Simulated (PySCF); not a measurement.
Choosing a molecule for a target property.

All species are isolated and taken at one optimised geometry, non-relativistic unless stated. Electronic properties by PySCF.

Dipoles, sizes and rotational constants follow the conformer. The torsions of the flexible species, by atom-mapped SMILES:
- `[CH2:1]=[C:2]([C:3](=[O:4])[OH:5])[S:6]([CH3:7])(=[O:8])=[O:9]`: C1–C2–C3–O4 -145°, C1–C2–S6–C7 116°, H–O5–C3–C2 178°
- `[CH3:1][CH2:2][C@:3]([CH3:4])([F:5])[C:6]([CH3:7])=[S:8]`: C1–C2–C3–C4 178°, C2–C3–C6–C7 120°
- `[N:1]#[C:2][C@@H:3]1[CH2:4][CH2:5][C@H:6]1[SiH2:7][PH2:8]`: C5–C6–Si7–P8 -59°, H–P8–Si7–C6 -79°, H–P8–Si7–C6 -172°
- `[F:1][C:2]([F:3])([F:4])[S:5][c:6]1[cH:7][cH:8][o:9][cH:10]1`: F1–C2–S5–C6 178°, C2–S5–C6–C7 -91°
- `[NH2:1][SiH2:2][PH2:3]`: H–N1–Si2–P3 34°, H–N1–Si2–P3 175°, H–P3–Si2–N1 168°, H–P3–Si2–N1 75°

(1) Wanted: HOMO–LUMO gap above 7.5 eV (PBE0/def2-SVPD) and lowest singlet excitation above 6.3 eV (TDDFT PBE0/def2-SVPD), at GFN2-xTB geometries. Which candidate meets both?
A. `C(C)([C@](C)(CC)F)=S`
B. `N#C[C@@H]1CC[C@H]1[SiH2]P`
C. `FC(F)(F)Sc1ccoc1`
D. `N[SiH2]P`
E. `C=C(C(=O)O)S(C)(=O)=O`

(2) Wanted: HOMO energy between -8 eV and -7.5 eV (PBE0/def2-SVPD) and dipole moment above 1.6 D (PBE0/def2-SVPD), at GFN2-xTB geometries. Which candidate meets both?
A. `N#C[C@@H]1CC[C@H]1[SiH2]P`
B. `FC(F)(F)Sc1ccoc1`
C. `CC[C@](C)(F)C(C)=S`
D. `C=C(C(=O)O)S(C)(=O)=O`

(3) Wanted: static isotropic polarisability below 70 au (PBE0/def2-SVPD) and electronic spatial extent ⟨r²⟩ about the centre of nuclear charge below 1000 bohr² (PBE0/def2-SVPD), at GFN2-xTB geometries. Which candidate meets both?
A. `N#C[C@@H]1CC[C@H]1[SiH2]P`
B. `CC[C@](C)(F)C(C)=S`
C. `C=C(C(=O)O)S(C)(=O)=O`
D. `N[SiH2]P`

## Answers

(1) B. Computed values:
```csv
species,HOMO–LUMO gap,lowest singlet excitation
C(C)([C@](C)(CC)F)=S,4.34 eV,2.57 eV
C=C(C(=O)O)S(C)(=O)=O,6.38 eV,4.93 eV
FC(F)(F)Sc1ccoc1,6.61 eV,5.54 eV
N[SiH2]P,7.41 eV,6.13 eV
N#C[C@@H]1CC[C@H]1[SiH2]P,7.63 eV,6.47 eV
```

(2) A. Computed values:
```
                  species  HOMO energy  dipole moment
    C=C(C(=O)O)S(C)(=O)=O     -8.61 eV         4.51 D
N#C[C@@H]1CC[C@H]1[SiH2]P     -7.77 eV         3.70 D
         FC(F)(F)Sc1ccoc1     -7.32 eV         2.09 D
       CC[C@](C)(F)C(C)=S     -6.54 eV         1.14 D
```

(3) D. Computed values:
```
                  species  static isotropic polarisability  electronic spatial extent ⟨r²⟩ about the centre of nuclear charge
                 N[SiH2]P                          63.5 au                                                          420 bohr²
    C=C(C(=O)O)S(C)(=O)=O                          81.1 au                                                         1262 bohr²
       CC[C@](C)(F)C(C)=S                          93.2 au                                                         1162 bohr²
N#C[C@@H]1CC[C@H]1[SiH2]P                         112.7 au                                                         1795 bohr²
```
